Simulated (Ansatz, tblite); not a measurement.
Removing an electron: GeCl2(NHtBu)2 (C₈H₂₀Cl₂GeN₂). Charge 0, multiplicity 1. Geometry: PBE-D4/def2-SVP. Ansatz, gas phase; energy differences of separate SCF runs; the oxidised species was run as a doublet alone.

```xyz
33

Ge    0.474   -0.070    0.548
Cl    1.943   -1.448   -0.340
Cl    1.276    0.336    2.549
N    -1.210   -0.800    0.592
C    -1.537   -2.231    0.836
C    -0.699   -2.840    1.980
C    -3.029   -2.274    1.208
C    -1.313   -3.019   -0.468
H    -1.780   -0.198    1.201
H    -1.007   -3.886    2.187
H     0.378   -2.853    1.717
H    -0.816   -2.250    2.913
H    -3.219   -1.729    2.159
H    -3.368   -3.320    1.348
H    -3.646   -1.812    0.410
H    -0.252   -2.979   -0.781
H    -1.930   -2.593   -1.284
H    -1.590   -4.084   -0.332
N     0.246    1.494   -0.353
C     1.287    2.365   -0.943
C     1.680    1.856   -2.345
C     0.687    3.780   -1.043
C     2.524    2.389   -0.033
H    -0.559    1.386   -0.983
H     2.440    2.513   -2.816
H     2.093    0.829   -2.284
H     0.795    1.831   -3.016
H    -0.225    3.778   -1.675
H     1.410    4.488   -1.497
H     0.407    4.153   -0.038
H     3.001    1.389    0.028
H     2.262    2.709    0.994
H     3.277    3.092   -0.440
```

The xTB rows come from tblite.

Estimate orbital energies and vertical ionisation energies at: GFN1-xTB; GFN2-xTB; PBE-D4/def2-SVP; PBE0-D4/def2-SVP.


```json
{"level": "GFN1-xTB", "−HOMO (eV)": "10.78", "vertical IE (eV)": "13.17", "−LUMO (eV)": "6.19", "HOMO–LUMO gap (eV)": "4.59"}
{"level": "GFN2-xTB", "−HOMO (eV)": "10.34", "vertical IE (eV)": "12.72", "−LUMO (eV)": "5.99", "HOMO–LUMO gap (eV)": "4.35"}
{"level": "PBE-D4/def2-SVP", "−HOMO (eV)": "5.60", "vertical IE (eV)": "8.07", "−LUMO (eV)": "1.43", "HOMO–LUMO gap (eV)": "4.16"}
{"level": "PBE0-D4/def2-SVP", "−HOMO (eV)": "7.03", "vertical IE (eV)": "8.60", "−LUMO (eV)": "0.45", "HOMO–LUMO gap (eV)": "6.57"}
```

  Raw xTB energy differences between charge states are shifted by several eV; the methods need an empirical correction for them.
